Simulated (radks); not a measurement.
Values are calculated unless marked as measured or tabulated.
Dipole-allowed excitations along the series with 47 electrons in [Kr] 4d10 5s1. Level of theory: scalar-relativistic Kohn-Sham, LDA (Slater exchange, Perdew-Wang correlation), spin-polarised, spherical densities, finite nucleus; open shells are filled with parallel spins first (spin-orbit coupling, left out, can overturn this in heavy ions); Fermi nuclear charge, rms radius of each element as measured or else 0.836 A^(1/3) + 0.57 fm (a radial shooting solver on a logarithmic mesh with Libxc functionals). Time-dependent linear response with the Hartree and adiabatic LDA kernel, continuum included through the Sternheimer equations, no spin-orbit coupling, so fine structure and intercombination lines are absent. Lines are the poles of the dipole polarisability below minus the highest occupied eigenvalue, found on a grid refined at the orbital gaps; the lowest seven at most are given, and weak or close lines can be missed. The first line takes the name of the lowest orbital gap if no other gap lies below it; otherwise a line is named after a gap within 0.6 % of it, if that gap stands alone.

I6+: -e(HOMO) (eV) 82.924; lowest orbital gap (eV) 5s-5p 14.377; first line (eV) 15.174 (5s-5p); f 0.771; strongest line (eV) 57.544 (unassigned); its f 0.890; static alpha (bohr^3) 3.641
Xe7+: -e(HOMO) (eV) 101.01; lowest orbital gap (eV) 5s-5p 16.099; first line (eV) 16.969 (5s-5p); f 0.769; strongest line (eV) 68.336 (unassigned); its f 0.904; static alpha (bohr^3) 2.907
Cs8+: -e(HOMO) (eV) 120.42; lowest orbital gap (eV) 5s-5p 17.852; first line (eV) 18.794 (5s-5p); f 0.766; strongest line (eV) 79.772 (unassigned); its f 0.916; static alpha (bohr^3) 2.365
